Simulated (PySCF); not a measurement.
## UHF on Nb (niobium, neutral)

Configuration: [Kr] 4d3 5s1 6s1, high-spin 6F determinant (an excited configuration). All numbers are calculated (PySCF 2.14, a scalar-relativistic core potential, in aug-cc-pwCVDZ-PP with ECP28MDF).

| Quantity | Value |
| --- | --- |
| Total energy | -56.006002 hartree |
| One-electron energy | -93.3379 hartree |
| Hartree (Coulomb) energy | 43.5100 hartree |
| Exchange energy | -6.1782 hartree |
| ⟨S²⟩ | 8.7554 |
| ⟨L²⟩ | 12.054 |
| Sum of ⟨r⟩ | 28.66 bohr |
| Sum of ⟨r²⟩ | 134.4 bohr² |

```
shell  electrons  mean orbital energy (eV)  rms radius, mean of both spins (bohr)
 4s α          1                   -80.770                                   1.25
 4s β          1                   -76.696                                   1.25
 4p α          3                   -51.941                                   1.40
 4p β          3                   -46.693                                   1.40
 4d α          3                   -14.184                                   2.08
 5s α          1                   -10.067                                   3.54
 6s α          1                    -2.163                                   9.69
```

Energies and moments cover only the electrons outside the core potential. The outer electron is Rydberg-like, and this basis confines it to a smaller radius and binds it less than a complete one would.
